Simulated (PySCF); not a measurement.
Compound: C₄H₆N₃S (charge -1).
Structure used (GFN2-xTB), in Å, numbered top down from 1:
```xyz
14
C4H6N3S angstrom
C      2.721   -0.282    0.149
S      1.154   -1.099   -0.291
C      0.066    0.283   -0.086
N      0.501    1.543    0.056
N     -0.576    2.292    0.171
N     -1.682    1.576    0.104
C     -1.327    0.291   -0.058
C     -2.287   -0.842   -0.169
H      2.520    0.785    0.100
H      3.484   -0.580   -0.566
H      3.013   -0.576    1.155
H     -3.298   -0.453   -0.281
H     -2.042   -1.467   -1.030
H     -2.248   -1.472    0.724
```

Computed at PBE0/pcSseg-1 (PySCF, non-relativistic), with Q(33S) = −0.0678 b, Q(14N) = 0.02044 b: S2, 33S (I = 3/2): χzz = 45.54 MHz, η = 0.694; N4, 14N (I = 1): χzz = -4.187 MHz, η = 0.444; N5, 14N (I = 1): χzz = -4.565 MHz, η = 0.649; N6, 14N (I = 1): χzz = -4.511 MHz, η = 0.265.

(1) Where would the pure quadrupole (NQR) lines of 33S at S2 fall for the rigid, isolated species?

(2) Where would the pure quadrupole (NQR) lines of 14N at N4 fall for the rigid, isolated species?

(3) Find the zero-field quadrupole resonance frequencies of 14N at N5.

(4) Find the zero-field quadrupole resonance frequencies of 14N at N6.

Results:

(1) From ν = (|χ|/2)√(1 + η²/3): ν = 24.53 MHz (sulfide sulfur).

(2) From ν± = (3/4)|χ|(1 ± η/3) and ν0 = |χ|η/2: ν+ 3.605 MHz, ν− 2.676 MHz, ν0 0.929 MHz (ring nitrogen).

(3) From ν± = (3/4)|χ|(1 ± η/3) and ν0 = |χ|η/2: ν+ 4.164 MHz, ν− 2.684 MHz, ν0 1.481 MHz (ring nitrogen).

(4) From ν± = (3/4)|χ|(1 ± η/3) and ν0 = |χ|η/2: ν+ 3.682 MHz, ν− 3.084 MHz, ν0 0.598 MHz (two-coordinate ring nitrogen).

In a crystal, neighbours and librations shift these lines. GFN2-xTB frequencies show an imaginary mode (20i cm⁻¹), so this geometry is no minimum at that level. The pcSseg-1 basis has no diffuse functions, a weakness for an anion. GFN2-xTB bond lengths can be off by several hundredths of an ångström, more for odd bonds, and the gradients follow them. The small basis limits the accuracy of the gradients.

One conformer stands for the species.
